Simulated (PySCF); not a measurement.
B(OH)(OMe)2 (C2H7BO3), SMILES COB(O)OC.

The structure is a stationary point at PBE0-D3(BJ)/def2-SVP. Other conformers were not sampled.

These are HF/def2-TZVP (PySCF) values and carry that method's errors.

Isolated molecule, no solvent.

Problem. Estimate the frontier levels, gap, dipole moment and polarisability. (Estimate from the structure and the level; the computed values follow.)

Solution. 
```yaml
highest_occupied_level: -12.16 eV
lowest_empty_level: 3.38 eV
orbital_gap: 15.53 eV
dipole_moment: 0.062 e·Å
quadrupole, principal values (traceless, Buckingham form, about the centre of nuclear charge): -1.98, -0.48, 2.46 D·Å
mean_static_polarisability: 45.0 bohr³ (6.66 Å³)
polarisability_principal_values: 37.6, 45.6, 51.6 bohr³
```
